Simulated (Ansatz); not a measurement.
Reaction (redistribution): `FC1([SiH2]Cl)BC1` + `[OH][In]([SH])[Cl]` → `FC1([SiH2]S)BC1` + `[OH][In]([Cl])[Cl]`

Calculated with Ansatz (gas phase, PBE0-D4/def2-TZVP geometries, no zero-point term in ΔE). CBS: MP2 limit from def2 TZ/QZ plus the TZ coupled-cluster correction, frozen cores. def2 core potentials past Kr. For In outer-core shells are correlated without core-valence functions, which leaves a few kJ/mol of doubt a bond. Each species was taken in one conformer, which may not be the lowest.

```tsv
level	ΔE (kcal/mol)
MP2/def2-QZVPP	6.4
HF/CBS(def2)	4.3
```

(1) What does CCSD(T)/CBS give? (Best estimate.)

Largest T1 diagnostic among the species: 0.015.

Results:

(1) Computed: +5.7 kcal/mol. The listed levels differ from it by 0.7, -1.4 kcal/mol.

In def2-TZVPP, CCSD(T) changes the Hartree–Fock value by +1.1 kcal/mol (the triples alone add +0.0 kcal/mol) and MP2 by +1.9 kcal/mol.
